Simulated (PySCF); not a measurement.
**Orbital energies and ionisation energy**

Compound: C₈H₁₀Si.
SMILES with atom numbers: `[CH3:1][C:2]#[C:3][C:4]1=[CH:5][Si@@H:6]([CH3:7])[CH:8]=[CH:9]1` (hydrogens: H10, H11, H12 on C1; H13 on C5; H14 on Si6; H15, H16, H17 on C7; H18 on C8; H19 on C9)

Structure used (PBE0-D3(BJ)/def2-SVP), in Å, numbered top down from 1:
```xyz
19
C8H10Si angstrom
C      4.5008    2.0640    0.4368
C      3.2067    1.4080    0.3902
C      2.1214    0.8602    0.3636
C      0.8497    0.2187    0.2940
C      0.1317   -0.2126    1.3666
Si    -1.4511   -0.9769    0.7216
C     -3.0257   -0.1345    1.3035
C     -0.9785   -0.6221   -1.0591
C      0.2236   -0.0153   -1.0425
H      5.0862    1.8556   -0.4730
H      4.3871    3.1568    0.5180
H      5.0886    1.7238    1.3041
H      0.5068   -0.0882    2.3840
H     -1.5348   -2.4456    1.0068
H     -3.9065   -0.5604    0.7987
H     -3.1593   -0.2655    2.3884
H     -2.9854    0.9430    1.0853
H     -1.5051   -0.8318   -1.9925
H      0.7631    0.3135   -1.9371
```

Level: wB97X-D/def2-SVPD (PySCF). Frontier orbitals with their largest atomic shares (Löwdin; up to four atoms above 4 %):

| orbital | ε (eV) | main atoms |
| --- | --- | --- |
| HOMO−3 | -10.60 | C8 32 %, Si6 21 %, C9 13 %, C7 11 % |
| HOMO−2 | -9.57 | C9 21 %, C8 20 %, C3 17 %, C2 15 % |
| HOMO−1 | -9.35 | C2 36 %, C3 36 %, C1 8 %, C4 5 % |
| HOMO | -8.13 | ? |
| LUMO | 0.03 | C5 21 %, C4 18 %, C8 13 %, C9 12 % |
| LUMO+1 | 2.22 | C1 19 %, C2 15 %, C3 12 %, Si6 9 % |
| LUMO+2 | 2.35 | C9 16 %, C8 13 %, C2 11 %, C3 10 % |

Question: What vertical ionisation energy does ΔSCF give, and how far is −ε(HOMO) from it?

Answer: ΔSCF: 8.10 eV (781 kJ/mol; threshold wavelength 153 nm); ⟨S²⟩ of the doublet left behind is 0.769, against 0.75 for a pure doublet. −ε(HOMO) is 8.13 eV, 0.03 eV above it. For the exact functional −ε(HOMO) would equal the first vertical ionisation energy; wB97X-D (range-separated hybrid) comes within 0.03 eV of that here. Holes in the HOMO−1 and HOMO−2 were tried too where these lie within 1.2 eV of the HOMO; the lowest converged state counts.

Question: On which atoms does the HOMO lie?

Answer: C5 (alkene CH carbon) 27 %, C4 (fully substituted alkene carbon) 16 %, C2 (alkyne carbon) 14 %, C8 (alkene CH carbon) 13 %, so no atom holds as much as 40 %. The HOMO−1 lies 1.22 eV lower.

Question: What total energies stand behind the ΔSCF value?

Answer: E(N) = -599.86452 Eh and E(N − 1) = -599.56701 Eh at the same geometry, 0.29751 Eh apart.

Question: What kinetic energy would electrons from this vertical process carry with 118.2 nm light (10.49 eV)?

Answer: 10.49 − 8.10 = 2.39 eV.

Question: How many of the 10 lowest singlet excitations (vertical TDDFT, same level) lie below the ionisation energy?

Answer: All 10; they run from 4.17 to 7.16 eV.

Geometry: PBE0-D3(BJ)/def2-SVP; no solvent, vibrations or thermal averaging.

wB97X-D is run here without its empirical dispersion term; that term would change no orbital, density or response property at a fixed geometry.
